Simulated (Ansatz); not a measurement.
Cost and result for the atomization energy of BFH$_{6}$SiSn (`F[BH][SnH2][SiH3]`) (10 atoms, 9 bonds).

Z-matrix (Å, degrees):
```
Sn
B 1 2.268
Si 1 2.568 2 110.9
H 1 1.711 2 110.0 3 119.2
H 1 1.710 2 111.9 3 -121.3
F 2 1.318 1 119.6 3 94.3
H 2 1.202 1 123.8 3 -84.0
H 3 1.487 1 110.1 2 58.1
H 3 1.487 1 110.1 2 -61.5
H 3 1.487 1 110.6 2 178.3
```

Total charge 0; spin multiplicity 1. Correlated methods include outer-core shells of Sn, which these sets cover unevenly. Sn takes the def2 core potential. The structure was optimised at the PBE0-D4/def2-TZVP level. It is one conformer, not always the lowest. Program: Ansatz. All runs use 4 threads of a server CPU on a shared host. Times are those of one run each, without the atoms' runs, and a repeat can differ threefold. Electronic energies, without spin–orbit coupling; frozen cores. CCSD(T)/CBS adds CCSD(T) − MP2 in def2-TZVPP to the MP2 limit, and its time is that of the two runs behind it. T1 = 0.014. With those shells the extrapolation isn't a true limit. B3LYP takes the VWN-RPA correlation (the form of Gaussian; ORCA's B3LYP/G).

CCSD(T)/CBS is a level of theory with its own doubt, some kJ/mol a heavy atom from the limit and from the frozen cores, so smaller differences don't rank the functionals.

| level | functions | wall time | atomization (kJ/mol) | difference from CCSD(T)/CBS | per bond |
| --- | --- | --- | --- | --- | --- |
| LDA (SPW92)/def2-TZVPP | 238 | 1.1 s | 3320.9 | 356.3 | 39.6 |
| BLYP-D4/def2-TZVPP | 238 | 1.4 s | 2922.9 | -41.7 | -4.6 |
| revPBE-D4/def2-TZVPP | 238 | 1.6 s | 2883.3 | -81.3 | -9.0 |
| PBE-D4/def2-TZVPP (with forces) | 238 | 2 s | 2947.2 | -17.4 | -1.9 |
| BHLYP-D4/def2-TZVPP | 238 | 2.1 s | 2903.9 | -60.7 | -6.7 |
| CAM-B3LYP-D4/def2-TZVPP | 238 | 2.6 s | 2969.1 | 4.5 | 0.5 |
| r2SCAN-D4/def2-TZVPP (with forces) | 238 | 2.9 s | 2959.4 | -5.2 | -0.6 |
| r2SCANh-D4/def2-TZVPP | 238 | 3 s | 2945.7 | -18.9 | -2.1 |
| B3LYP-D4/def2-TZVPP (with forces) | 238 | 3.4 s | 2948.3 | -16.3 | -1.8 |
| CCSD(T)/def2-SVP | 102 | 3.8 s | 2777.5 | -187.1 | -20.8 |
| MP2/def2-QZVPP | 446 | 15 s | 2925.9 | -38.7 | -4.3 |
| CCSD(T)/def2-TZVPP | 238 | 55 s | 2893.7 | -70.9 | -7.9 |
| CCSD(T)/CBS(def2) | – | 69 s | 2964.6 | 0.0 | 0.0 |

From BLYP to BHLYP (50 % exact exchange), in def2-TZVPP and without D4, the atomization energy moves by −6.3 kJ/mol: exact exchange takes away binding that semilocal exchange gives to molecules. The D4 term adds +31.1 kJ/mol with B3LYP and +16.5 kJ/mol with PBE0; it sums over pairs of atoms, weighted by their polarisabilities, and B3LYP, whose exchange is more repulsive, gets the larger term. In def2-TZVPP, CCSD(T) changes the Hartree–Fock value by +661.1 kJ/mol (the triples alone add +33.0 kJ/mol) and MP2 by +651.0 kJ/mol; breaking electron pairs costs correlation energy, which Hartree–Fock lacks.

Spin–orbit coupling would lower the free Sn atoms strongly, and the atomization energy with them, by more than many differences here. For some Ge, Se and Sn compounds the MP2-based and the directly extrapolated limit differ by 10 to 25 kJ/mol.
